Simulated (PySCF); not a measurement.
**Nuclear quadrupole coupling in `C#C/C=C/S(=O)(=O)O`**

C4H4O3S.
SMILES with atom numbers: `[CH:1]#[C:2]/[CH:3]=[CH:4]/[S:5](=[O:6])(=[O:7])[OH:8]` (hydrogens: H9 on C1; H10 on C3; H11 on C4; H12 on O8)

Structure used (GFN2-xTB), in Å, numbered top down from 1:
```xyz
12
C4H4O3S angstrom
C      3.2846   -0.2144   -0.7283
C      2.1567   -0.2267   -0.3137
C      0.8445   -0.2414    0.1938
C     -0.2550   -0.1644   -0.5408
S     -1.8071   -0.1963    0.3057
O     -2.7371   -0.9964   -0.4168
O     -1.6067   -0.4353    1.7044
O     -2.2416    1.3572    0.1628
H      4.2700   -0.2018   -1.0897
H      0.7373   -0.3287    1.2687
H     -0.3087   -0.0890   -1.6095
H     -2.3358    1.7363    1.0374
```

Field gradients from the PBE0/pcSseg-1 density (PySCF, non-relativistic), principal values in atomic units, ordered |Vxx| ≤ |Vyy| ≤ |Vzz|:

```tsv
atom	Vxx	Vyy	Vzz
S5	-0.3476	-0.6016	0.9493
O6	-0.5258	-0.7424	1.2682
O7	-0.5705	-0.7459	1.3164
O8	-0.0993	-1.6514	1.7507
```

Task: Find the asymmetry η = (Vxx − Vyy)/Vzz and the couplings χ = eQV/h (234.96 MHz × Q in barn × V in au), with Q(33S) = −0.0678 b, Q(17O) = −0.0256 b.

Result: 
```
atom      environment  nucleus     η  χzz (MHz)  χxx (MHz)  χyy (MHz)
  S5  sulfonyl sulfur      33S  0.27     -15.12       5.54       9.58
  O6  sulfonyl oxygen      17O  0.17      -7.63       3.16       4.47
  O7  sulfonyl oxygen      17O  0.13      -7.92       3.43       4.49
  O8  hydroxyl oxygen      17O  0.89     -10.53       0.60       9.93
```

Task: What is Vzz at S5 in SI units (1 au = 9.71736 × 10²¹ V/m²)?

Result: 0.9493 au = 9.224 × 10²¹ V/m².

Task: What couplings would deuterons (Q(2H) = 0.00286 b) have in place of the hydrogens, at this geometry?

Result: 
```
atom  bonded to  bond length (Å)  Vzz (au)     η  χzz (kHz)
  H9         C1            1.050    0.3922  0.01        264
 H10         C3            1.084    0.3069  0.06        206
 H11         C4            1.073    0.3367  0.08        226
 H12         O8            0.958    0.4800  0.13        323
```

Isolated species at its GFN2-xTB geometry (one conformer only). GFN2-xTB bond lengths can be off by several hundredths of an ångström, more for odd bonds, and the gradients follow them. The basis is small and wasn't made for field gradients, so the couplings can be 20 % off.
